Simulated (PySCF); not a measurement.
Simulation results for CH$_{5}$AlBO, CH$_{4}$ClOSi, CH$_{6}$BOSi, BClFH$_{2}$O and others

Calculation on a computer-drawn molecule: optimised geometry and harmonic frequencies of an isolated molecule of the commonest isotopes, restricted reference for singlets and unrestricted otherwise, frozen core in MP2. Program: PySCF 2.14.0.

(1) CH$_{5}$AlBO

Start structure:
```xyz
9
CH5AlBO
O      1.5526    -2.8577    -1.1723
C      1.2209    -1.9182    -0.1056
B      0.6126    -0.4800    -0.6801
Al     0.0131     0.7529     0.7588
H      1.9626    -2.3318    -1.9031
H      2.0941    -1.7332     0.4744
H      0.4481    -2.4437     0.4537
H      1.2934     0.1225    -1.5539
H     -0.5475     1.6817     1.8725
```

It was run with charge 0, multiplicity 2, method HF and basis cc-pV(D+d)Z.

The calculation gives: rotational constants 31.79, 1.971, 1.906 GHz; total energy -382.1724 hartree; spin squared 0.7853; convergence status largest gradient component 1.732e-05 hartree/bohr.

Drawn bonds:
```tsv
atom	other atom	order
1	2	1
2	3	1
3	4	1
1	5	1
2	6	1
2	7	1
3	8	1
4	9	1
```

Optimised structure:
```xyz
9
CH5AlBO
O      1.3766    -2.7655    -1.2871
C      1.2562    -1.9352    -0.1557
B      0.9345    -0.4085    -0.4140
Al     0.4648     1.0374     1.1077
H      1.8489    -2.3007    -1.9608
H      2.1828    -1.9570     0.4468
H      0.4995    -2.3966     0.4854
H      1.1039     0.0130    -1.5361
H     -1.0174     1.5056     1.4583
```

Modes:
```tsv
frequency (cm⁻¹)	reduced mass (dalton)
92.94	2.533
153.5	3.033
224.2	1.38
260.8	1.129
331.8	7.172
409.8	1.058
539.4	1.298
589	2.621
897.7	1.777
969.4	3.6
1038	1.444
1194	3.404
1284	1.099
1409	1.326
1508	1.313
1557	1.081
1927	1.044
2620	1.09
3066	1.073
3202	1.085
4154	1.067
```

(2) CH$_{4}$ClOSi

Start structure:
```xyz
8
CH4ClOSi
O     -2.1525     0.8702     0.2304
C     -0.8680     1.3673     0.6961
Si     0.3446     1.5869    -0.7262
Cl     1.6865     0.0483    -0.8131
H     -2.5678     1.6240    -0.2636
H     -1.0596     2.3018     1.3118
H     -0.5511     0.6272     1.4512
H     -0.3719     1.6725    -1.9412
```

Settings of this run: charge 0, multiplicity 2, method HF and basis cc-pV(D+d)Z.

The calculation gives: rotational constants 8.594, 2.43, 2.068 GHz; total energy -863.5044 hartree; spin squared 0.7542; convergence status largest gradient component 2.695e-05 hartree/bohr.

Drawn bonds:
```tsv
atom	other atom	order
1	2	1
2	3	1
3	4	1
1	5	1
2	6	1
2	7	1
3	8	1
```

Optimised structure:
```xyz
8
CH4ClOSi
O     -2.0204     0.6956     0.3124
C     -0.8999     1.4295     0.7507
Si     0.4398     1.5937    -0.5853
Cl     1.2316    -0.2671    -1.0527
H     -2.4672     1.1747    -0.3696
H     -1.1834     2.4279     1.1082
H     -0.4898     0.8963     1.6089
H     -0.1505     2.1476    -1.8272
```

Modes:
```tsv
frequency (cm⁻¹)	reduced mass (dalton)
82.01	4.078
166.8	3.173
291.8	2.146
315.2	1.339
532.2	11.79
653.5	2.034
717.7	1.577
771.8	1.486
905.5	1.284
1151	6.501
1239	1.037
1405	1.278
1494	1.208
1569	1.072
2292	1.043
3146	1.069
3252	1.094
4145	1.067
```

(3) CH$_{6}$BOSi

Start structure:
```xyz
10
CH6BOSi
O     -0.3220    -0.4276    -1.5108
B     -0.1363     0.5150    -0.8645
C      0.0032     1.6459     0.2119
Si    -0.9262     1.1933     1.9594
H     -0.4534    -1.0778    -2.1695
H      1.0855     1.7151     0.4597
H     -0.2971     2.5634    -0.1353
H     -2.3123     1.1110     1.5948
H     -0.2435    -0.0045     2.4058
H     -0.5516     2.4201     2.7598
```

Here we set charge 1, multiplicity 1, method HF and basis cc-pV(D+d)Z.

The calculation gives: rotational constants 17.82, 2.491, 2.276 GHz; total energy -429.6490 hartree; convergence status largest gradient component 2.504e-05 hartree/bohr.

Drawn bonds:
```tsv
atom	other atom	order
1	2	1
2	3	1
3	4	1
1	5	1
3	6	1
3	7	1
4	8	1
4	9	1
4	10	1
```

Optimised structure:
```xyz
10
CH6BOSi
O     -0.4424    -0.5502    -1.4881
B     -0.2165     0.4343    -0.7547
C     -0.0189     1.5399     0.2139
Si    -0.8451     1.2557     1.9719
H     -0.2046    -0.7629    -2.3874
H      1.0573     1.6817     0.3673
H     -0.4417     2.4573    -0.2119
H     -2.2888     1.0961     1.7381
H     -0.2401     0.0362     2.5298
H     -0.5129     2.4658     2.7323
```

Modes:
```tsv
frequency (cm⁻¹)	reduced mass (dalton)
106.7	1.142
122.9	4.655
209.1	1.089
366.7	2.26
441	2.696
537.7	1.167
579.9	2.361
621.6	1.215
761.5	2.15
847.7	1.606
892.9	2.572
1001	1.088
1017	1.039
1022	1.044
1101	1.13
1132	1.59
1474	1.118
1872	9.105
2366	1.019
2377	1.054
2398	1.051
3176	1.058
3242	1.102
4046	1.071
```

(4) BClFH$_{2}$O

Start structure:
```xyz
6
BClFH2O
O     -2.6203     1.3279    -1.7910
B     -1.2724     1.5251    -2.1291
F     -1.1354     2.3521    -3.2219
Cl    -0.4204     2.6648    -0.4144
H     -2.6854     0.9467    -0.9334
H     -0.5071     0.5890    -2.1011
```

Here we set charge -1, multiplicity 1, method MP2 and basis aug-cc-pV(D+d)Z.

Results for BClFH$_{2}$O: rotational constants 8.784, 4.015, 2.941 GHz; total energy -660.5324 hartree; convergence status largest gradient component 1.605e-05 hartree/bohr.

Drawn bonds:
```tsv
atom	other atom	order
1	2	1
2	3	1
2	4	1
1	5	1
2	6	1
```

Optimised structure:
```xyz
6
BClFH2O
O     -2.6359     1.3190    -1.7902
B     -1.2252     1.5636    -2.0589
F     -1.1154     2.3805    -3.2246
Cl    -0.4661     2.6161    -0.5058
H     -2.7042     0.9471    -0.9031
H     -0.4942     0.5794    -2.1083
```

Modes:
```tsv
frequency (cm⁻¹)	reduced mass (dalton)
160.1	1.267
264.8	12.73
316.5	4.253
448.4	7.068
542	6.856
885.4	2.646
984.5	2.429
1029	1.375
1063	1.279
1189	1.724
2445	1.084
3875	1.065
```

(5) BH$_{4}$O$_{3}$

Start structure:
```xyz
8
BH4O3
O     -0.3570    -1.8725    -0.6076
B      0.8036    -1.3317     0.1682
O      1.6543    -2.5043     0.4297
O      1.5176    -0.3184    -0.6083
H     -0.0945    -2.7268    -0.9757
H      0.3772    -0.7742     1.1631
H      2.4385    -2.1599     0.8142
H      1.5704    -0.6067    -1.4761
```

Here we set charge -1, multiplicity 1, method HF and basis aug-cc-pVDZ.

It finds rotational constants 9.041, 8.536, 4.917 GHz; total energy -251.7643 hartree; convergence status largest gradient component 2.424e-05 hartree/bohr.

Drawn bonds:
```tsv
atom	other atom	order
1	2	1
2	3	1
2	4	1
1	5	1
2	6	1
3	7	1
4	8	1
```

Optimised structure:
```xyz
8
BH4O3
O     -0.2507    -1.8750    -0.8176
B      0.8075    -1.3377     0.0633
O      1.7401    -2.4840     0.3196
O      1.4849    -0.2156    -0.6056
H     -0.3296    -2.7952    -0.6381
H      0.3633    -0.8973     1.1548
H      2.4081    -2.1925     0.9139
H      1.6863    -0.4972    -1.4829
```

Modes:
```tsv
frequency (cm⁻¹)	reduced mass (dalton)
187.2	1.119
261.8	1.188
271.3	1.207
433.3	3.552
479.8	3.112
570.6	4.212
834.6	3.457
890.1	3.338
945.2	3.673
1045	1.121
1096	1.234
1168	1.301
1238	1.476
1284	1.56
2203	1.066
4159	1.065
4201	1.066
4204	1.065
```

(6) Al$_{2}$BH$_{4}$O

Start structure:
```xyz
8
Al2BH4O
O     -2.1622    -0.4326    -0.4427
B     -1.1399    -0.1457     0.4182
Al    -0.3179    -2.0900     0.8468
Al     1.6162    -1.4412     2.5499
H     -2.1794    -1.3927    -0.7119
H     -1.0333     0.9712     0.7828
H     -1.2439    -3.0196    -0.1385
H      2.8126    -1.2348     3.6548
```

Here we set charge 0, multiplicity 2, method HF and basis cc-pV(D+d)Z.

It finds rotational constants 17.58, 1.371, 1.281 GHz; total energy -585.6994 hartree; spin squared 0.8019; convergence status largest gradient component 8.892e-06 hartree/bohr.

Drawn bonds:
```tsv
atom	other atom	order
1	2	1
2	3	1
3	4	1
1	5	1
2	6	1
3	7	1
4	8	1
```

Optimised structure:
```xyz
8
Al2BH4O
O     -2.4378    -0.2528    -0.5175
B     -1.3387    -0.1226     0.2615
Al    -0.1338    -1.8247     0.9426
Al     2.0893    -1.5768     2.2644
H     -2.6441    -1.1415    -0.7630
H     -1.0852     1.0213     0.5576
H     -0.4891    -3.2810     0.3834
H      2.3915    -1.6074     3.8302
```

Modes:
```tsv
frequency (cm⁻¹)	reduced mass (dalton)
40.87	2.848
76.41	6.192
210.7	1.141
223.2	5.19
298.1	1.362
354.6	2.135
427.2	1.255
533.5	4.432
602.5	1.637
643.8	1.305
890.4	1.146
1080	1.106
1253	1.362
1356	5.292
1902	1.043
1922	1.045
2633	1.09
4162	1.067
```

(7) Al$_{2}$BH$_{4}$O

Start structure:
```xyz
8
Al2BH4O
O      0.3141     1.6610    -2.3905
B     -0.0522     0.4496    -2.0156
Al    -0.1258    -0.9800    -0.5183
Al     0.7231    -0.4481     1.8077
H      0.7851     2.3894    -1.9626
H     -0.8302    -2.3138    -1.1020
H      1.1963     1.0538     1.4533
H      1.0381    -0.7853     3.3199
```

It was run with charge 0, multiplicity 2, method HF and basis cc-pV(D+d)Z.

Results for Al$_{2}$BH$_{4}$O: rotational constants 9.397, 1.583, 1.359 GHz; total energy -585.6913 hartree; spin squared 0.7588; convergence status largest gradient component 2.806e-05 hartree/bohr.

Drawn bonds:
```tsv
atom	other atom	order
1	2	1
2	3	1
3	4	1
1	5	1
3	6	1
4	7	1
4	8	1
```

Optimised structure:
```xyz
8
Al2BH4O
O     -0.0118     1.8057    -2.5321
B     -0.0240     0.7663    -1.7426
Al    -0.0507    -0.8196    -0.4389
Al     0.7951    -0.2996     1.9594
H      0.7782     1.9444    -3.0415
H     -0.5972    -2.1634    -1.0806
H      1.3556     1.1469     2.3190
H      0.8033    -1.3541     3.1492
```

Modes:
```tsv
frequency (cm⁻¹)	reduced mass (dalton)
67.19	5.396
94.93	1.061
223.4	4.409
287.8	1.71
308.9	1.762
349.3	3.308
439.7	1.405
466.3	1.414
492.9	6.627
560.3	1.158
622.1	1.22
850.6	1.063
983.7	1.208
1495	9.925
1933	1.045
1942	1.041
1960	1.04
4086	1.066
```

(8) AlBClH$_{2}$O

Start structure:
```xyz
6
AlBClH2O
O      0.6904     2.5412    -1.1542
B     -0.3257     1.9553    -1.5574
Al    -1.3801     1.7658    -3.4347
Cl    -3.0856     0.7278    -3.5416
H      1.4214     3.0800    -1.5177
H     -1.0158     2.3667    -4.8190
```

It was run with charge 0, multiplicity 2, method HF and basis cc-pV(D+d)Z.

It finds rotational constants 13.11, 1.728, 1.533 GHz; total energy -802.2045 hartree; spin squared 0.7576; convergence status largest gradient component 3.941e-05 hartree/bohr.

Drawn bonds:
```tsv
atom	other atom	order
1	2	1
2	3	1
3	4	1
1	5	1
3	6	1
```

Optimised structure:
```xyz
6
AlBClH2O
O      0.9412     2.3108    -1.2465
B      0.0309     2.1412    -2.1764
Al    -1.3192     1.7900    -3.6369
Cl    -3.1451     0.8564    -3.0688
H      0.8925     3.1291    -0.7666
H     -1.0957     2.2093    -5.1293
```

Modes:
```tsv
frequency (cm⁻¹)	reduced mass (dalton)
104.2	8.297
107.1	7.155
360.7	3.182
379.3	1.507
475.9	2.961
483	1.619
557.2	5.948
683.8	1.235
1047	1.174
1539	10.59
2041	1.043
4086	1.066
```

(9) AlBClH$_{2}$O

Start structure:
```xyz
6
AlBClH2O
O      0.9412     2.3108    -1.2465
B      0.0309     2.1412    -2.1764
Al    -1.3192     1.7900    -3.6369
Cl    -3.1451     0.8564    -3.0688
H      0.8925     3.1291    -0.7666
H     -1.0957     2.2093    -5.1293
```

It was run with charge 0, multiplicity 2, method MP2 and basis cc-pV(D+d)Z.

The calculation gives: rotational constants 12.99, 1.723, 1.528 GHz; total energy -802.6471 hartree; spin squared 0.7577; convergence status largest gradient component 2.621e-05 hartree/bohr.

Drawn bonds:
```tsv
atom	other atom	order
1	2	1
2	3	1
3	4	1
1	5	1
3	6	1
```

Optimised structure:
```xyz
6
AlBClH2O
O      0.9568     2.2960    -1.2407
B      0.0341     2.1322    -2.1796
Al    -1.3278     1.7901    -3.6394
Cl    -3.1454     0.8571    -3.0621
H      0.8753     3.1449    -0.7733
H     -1.0884     2.2165    -5.1294
```

Modes:
```tsv
frequency (cm⁻¹)	reduced mass (dalton)
97.29	10.49
145.9	6.034
341.3	4.062
359.7	1.386
461.3	1.13
469.4	11.57
551.2	4.563
656.7	1.325
960	1.184
1494	10.01
2011	1.043
3776	1.066
```

(10) CH$_{6}$NOSi

Start structure:
```xyz
10
CH6NOSi
O     -1.6849    -1.4639     1.2240
C     -1.3249    -0.1618     1.5560
N     -0.3574     0.3360     0.7516
Si     0.0718    -0.4264    -0.7183
H     -2.5090    -1.6245     1.6531
H     -1.1835     0.0626     2.6319
H      0.2127     1.1268     1.0228
H     -1.1266    -0.5391    -1.6255
H      0.9911     0.4207    -1.4051
H      0.6541    -1.8292    -0.5039
```

Settings of this run: charge 0, multiplicity 2, method HF and basis cc-pV(D+d)Z.

It finds rotational constants 13.09, 3.825, 3.09 GHz; total energy -459.5883 hartree; spin squared 0.7576; convergence status largest gradient component 1.929e-05 hartree/bohr.

Drawn bonds:
```tsv
atom	other atom	order
1	2	1
2	3	1
3	4	1
1	5	1
2	6	1
3	7	1
4	8	1
4	9	1
4	10	1
```

Optimised structure:
```xyz
10
CH6NOSi
O     -1.6687    -1.4559     1.3592
C     -1.3296    -0.1514     1.6123
N     -0.3092     0.2649     0.7588
Si     0.0691    -0.4634    -0.7714
H     -2.5629    -1.6071     1.6262
H     -1.2189     0.1186     2.6640
H      0.1423     1.1150     1.0288
H     -1.1142    -0.5715    -1.6533
H      1.0543     0.4545    -1.3903
H      0.6813    -1.8025    -0.6478
```

Modes:
```tsv
frequency (cm⁻¹)	reduced mass (dalton)
127.5	2.904
186.6	3.105
190	1.113
254.6	1.289
293.1	1.15
588	2.517
729.1	2.458
762.8	1.156
866.4	2.157
1017	1.427
1023	1.061
1048	1.065
1066	1.088
1153	2.085
1292	2.306
1319	1.141
1517	1.605
1545	2.01
2304	1.049
2309	1.048
2330	1.024
3212	1.088
3850	1.077
4158	1.067
```
